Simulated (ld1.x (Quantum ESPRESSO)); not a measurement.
**Pd (Z = 46): TM pseudisation with BLYP, scalar-relativistic reference atom.**

* Element: Pd
* Generator: ld1.x (Quantum ESPRESSO) 7.5
* Type: norm-conserving Troullier–Martins (Kleinman–Bylander form)
* Functional: BLYP
* Relativity: scalar-relativistic
* Frozen core: [Ar] 3d10 4s2
* Valence charge: 16
* Reference configuration: 4p6 4d10 5s0 5p0
* Partial waves: 4p (bound): rc 1.40 bohr; 4d (bound): rc 1.20 bohr; 5s (bound, empty): rc 1.85 bohr
* Local potential: the s channel
* Core correction: none

All-electron outer shells of the reference configuration (BLYP, scalar-relativistic, ld1.x):

| shell | level (eV) | outermost node (bohr) | outermost maximum (bohr) |
| --- | --- | --- | --- |
| 3d | -325.62 | – | 0.28 |
| 4s | -85.34 | 0.45 | 0.85 |
| 4p | -51.18 | 0.46 | 0.91 |
| 4d | -4.03 | 0.45 | 1.10 |
| 5s | -3.43 | 1.15 | 2.67 |
| 5p | -0.39 | 1.32 | 4.41 |

Problem. Estimate the cutoffs (Ry, on a coarse ladder) from which the occupation-weighted sum of valence levels, in a spherical-Bessel basis at the reference potential, stays within 10 and 1 mRy of its value at 400 Ry.

Solution. 80 Ry and 110 Ry.

Problem. Does the potential have ghost states?

Solution. No extra level below or beside the all-electron valence levels (p, d, s, f tested).

Problem. Tests: 4p6 4d9 5s0 5p0; 4p6 4d8 5s0 5p0; 4p6 4d7 5s0 5p0; 4p5 4d10 5s0 5p0; 4p6 4d9 5s0 5p1; 4p6 4d6 5s0 5p0; 4p6 4d8 5s1 5p0. Which has the largest error in its energy relative to the reference configuration, and how large is it?

Solution. 4p6 4d6 5s0 5p0, with -1282 meV (all-electron minus pseudo) on +113.28 eV.
